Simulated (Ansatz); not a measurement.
Program: Ansatz. Geometries: PBE0-D4/def2-TZVP. ΔE: electronic, gas phase. CCSD(T)/CBS adds triple-zeta CCSD(T) − MP2 to the extrapolated MP2 energy (def2 sets, frozen cores). This one scheme is used for every species. DFT in def2-TZVPP. Each species was taken in one conformer, which may not be the lowest.

Reaction (ligand exchange at the Si–C bond): `CC[Si](F)(F)Cl` + H₂S → `F[Si](F)(S)Cl` + `CC`

| level | ΔE (kcal/mol) |
| --- | --- |
| B2PLYP | -11.6 |
| revPBE | -12.7 |
| r2SCAN | -12.2 |
| MP2/CBS(def2) | -12.1 |

Q: What does CCSD(T)/CBS give? (Best estimate.)

A: Computed: -11.1 kcal/mol. The listed levels differ from it by -0.5, -1.6, -1.1, -1.0 kcal/mol.

Largest T1 diagnostic among the species: 0.011.

At CCSD(T), def2-SVP lies +1.5 kcal/mol from the extrapolated value and def2-TZVPP +0.6 kcal/mol. Leaving LDA and LC-ωPBE aside and taking each functional with its dispersion term where it has one, the values, not all of them listed here, spread over 1.9 kcal/mol, from B97M-V to CAM-B3LYP-D4. LDA lies +1.3 kcal/mol from PBE without D4.
